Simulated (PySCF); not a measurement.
# Hartree-Fock beside MP2: B2GeH3O cation

Calculated results; nothing here was measured. They come from PySCF 2.14.0, an open-source quantum chemistry program, on an isolated molecule that a program drew, which may never have been made. The molecule is B2GeH3O cation (charge +1, singlet), drawn as the SMILES string `[BH+][GeH2][B]=O`.

The geometry was optimised and harmonic frequencies were computed with HF and MP2, all in the cc-pVDZ basis, for the commonest isotopes, with a restricted reference for singlets and an unrestricted one otherwise, and a frozen core in MP2. Germanium has the cc-pVDZ-PP basis, with a core potential (ECP10MDF) in place of its 10 inner electrons, and its 3s, 3p and 3d shells are frozen in MP2. Each result is a local minimum of its method.

Geometry at the HF minimum:
```xyz
7
B2GeH3O cation, angstrom
B     0.6478    1.2833   -1.8529
Ge    2.5615    1.3989   -0.9017
B     3.5656   -0.1498   -1.7908
O     4.0639   -1.0565   -2.3516
H    -0.4120    1.2227   -2.3768
H     3.0523    2.7791   -1.2873
H     2.2300    1.1853    0.5608
```

Lengths of the bonds as drawn, in Å (atoms numbered as above):
```
bond,HF,MP2
B1-Ge2,2.140,2.114
Ge2-B3,2.049,2.039
B3-O4,1.177,1.216
B1-H5,1.184,1.193
Ge2-H6,1.515,1.524
Ge2-H7,1.515,1.524
```

Rotational constants, in GHz:
```
constant,HF,MP2
A,9.602,9.674
B,2.753,2.74
C,2.202,2.198
```

Harmonic frequencies in cm^-1, each column in rising order, so a row needn't be the same motion in every method:
```
rank    HF   MP2
   1   104    91
   2   261   238
   3   349   305
   4   419   373
   5   449   438
   6   497   501
   7   627   586
   8   666   626
   9   788   738
  10   797   768
  11   919   858
  12  2196     ?
  13  2305  2236
  14  2313  2251
  15  2902  2819
```

**Estimate the missing MP2 frequency from the HF column.**

A single factor s that minimises the squared misfit of MP2 against s times HF over the other rows is sum(HF x MP2) / sum(HF^2) = 0.9668, with an rms misfit of 20 cm^-1. For rank 12 it gives 0.9668 x 2196 = 2123 cm^-1. The calculation gives 1933 cm^-1, 190 cm^-1 below the estimate. The drawn bonds are on average 0.6 % longer in MP2 than in HF.
